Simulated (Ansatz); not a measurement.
The cluster Hg₆Te₃Br₆. The state is a singlet with charge 0. Geometry PBE-D4/def2-SVP, basis def2-SVP, Ansatz.

Cartesian coordinates in Å:
```
Hg -0.601 -3.598 -0.673
Hg -3.540 -1.025 0.677
Hg -1.373 1.357 2.562
Hg 2.179 2.843 -2.133
Hg -0.358 0.280 -0.951
Hg 2.896 1.089 1.398
Te -3.523 1.633 1.011
Te 0.042 -1.573 0.975
Te 1.172 2.873 0.370
Br -0.925 -5.494 -2.221
Br 0.680 1.104 3.980
Br 3.336 2.948 -4.313
Br -3.845 -3.450 0.179
Br 4.568 -0.495 2.271
Br -0.709 1.509 -3.133
```

```json
{"run": "A", "HOMO (eV)": "-8.02", "LUMO (eV)": "-2.57"}
{"run": "B", "HOMO (eV)": "-7.22", "LUMO (eV)": "-3.43"}
{"run": "C", "HOMO (eV)": "-6.16", "LUMO (eV)": "-4.06"}
{"run": "D", "HOMO (eV)": "-6.51", "LUMO (eV)": "-4.08"}
```

In the def2 sets Hg, Te take a core potential; there is no spin–orbit coupling. Single mean-field runs in def2-SVP are fitted with def2-universal-jkfit. Another isomer (singlet) lies 0.51 eV lower at PBE0-D4/def2-TZVP; other spin states weren't run for this one.

Question: The runs used BHLYP, PBE, PBE0, r2SCAN. Estimate which is which.

Answer: A BHLYP (50 % exact exchange); B PBE0 (25 % exact exchange); C PBE (0 % exact exchange); D r2SCAN (0 % exact exchange). Exact exchange lowers occupied and raises empty levels; among semilocal functionals meta-GGAs tend to open the gap a little, and such runs are hard to tell apart. The gap grows from 2.10 eV (PBE) to 5.44 eV (BHLYP).
